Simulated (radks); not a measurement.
Species: O4+. Configuration: 2s2 3s2 (not the ground configuration). Calculated with a radial shooting solver on a logarithmic mesh with Libxc functionals: non-relativistic Kohn-Sham, RPBE, spin-polarised, spherical densities, point nucleus.

Unscreened Slater integrals over Kohn-Sham orbitals (hartree). They are taken over the spin-up orbitals.

integral,value
"F0(3s,3s)",0.45188
"F0(3s,2s)",0.57796
"G0(3s,2s)",0.044248
"F0(2s,2s)",1.1627
